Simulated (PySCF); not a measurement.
Job for PySCF: R-HF/3-21G on CH6GeTe (SMILES C[Te][GeH3]), a point of a torsion scan.

```python
from pyscf import gto, scf, dft, mp
from pyscf.data.elements import chemcore

mol = gto.M(
    atom='''
    C     1.72620610   -0.15207068    0.16181554
    Te    0.48151740    0.84946228   -1.29920864
    Ge   -1.63994577    0.18683752   -0.12931047
    H     1.50399481   -1.21081158    0.18184982
    H     2.75841208   -0.00937218   -0.12557874
    H     1.56708317    0.27175297    1.14453718
    H    -1.34383617   -0.62132914    1.09856059
    H    -2.57430403   -0.65243413   -0.95365995
    H    -2.48528771    1.33841573    0.33567726
    ''',
    basis='3-21g',
    charge=0, spin=0, verbose=3, max_memory=1800)
mf = scf.RHF(mol)
mf.conv_tol = 1e-8
mf.max_cycle = 100
mf.kernel()
if not mf.converged:
    mf = mf.newton().run(mf.mo_coeff, mf.mo_occ)
```

Program output:

```
converged SCF energy = -8689.15986250317
```

The calculation finished and met its thresholds.

Cost: around 1.9 core-seconds (rough).
